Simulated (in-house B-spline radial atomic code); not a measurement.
# Zr VI (Zr5+): [Ar] 3d10 4s2 4p4 5f1 (an excited or competing configuration)

All numbers are computed (non-relativistic LC-wPBE, spin-polarised, spherical fractional occupations; point nucleus) with a B-spline radial code for spherical atoms, not measured.

Z_r = [3n² - l(l+1)]/(2<r>); Z_e = n√(-2ε); the last column is Slater's effective charge. Values are occupation-weighted means over spin.

```csv
shell,electrons,ε (eV),<r> (bohr),Z_r,Z_e,Slater
1s,2,-17505,0.03814,39.33,35.87,39.70
2s,2,-2460.1,0.1673,35.86,26.89,35.85
2p,6,-2261.4,0.1437,34.80,25.78,35.85
3s,2,-470.29,0.4692,28.78,17.64,28.75
3p,6,-395.57,0.466,26.82,16.18,28.75
3d,10,-259.49,0.4493,23.37,13.10,18.85
4s,2,-126.04,1.175,20.42,12.17,12.95
4p,4,-102.83,1.259,18.27,11.00,12.95
5f,1,-18.515,4.585,6.87,5.83,6.00
```

The least bound orbital is 5f up at -18.51 eV, and it is also the most diffuse (<r> = 4.585 bohr).

The density falls to 0.001 bohr⁻³ at 4.798 bohr; Σ<r²> = 39.137 bohr² gives, by the non-relativistic formula and without the paramagnetism of open shells, a Langevin diamagnetic susceptibility of -31×10⁻⁶ cm³/mol.

Caution: exact exchange at fractional occupations of open shells leaves self-interaction of up to several eV.
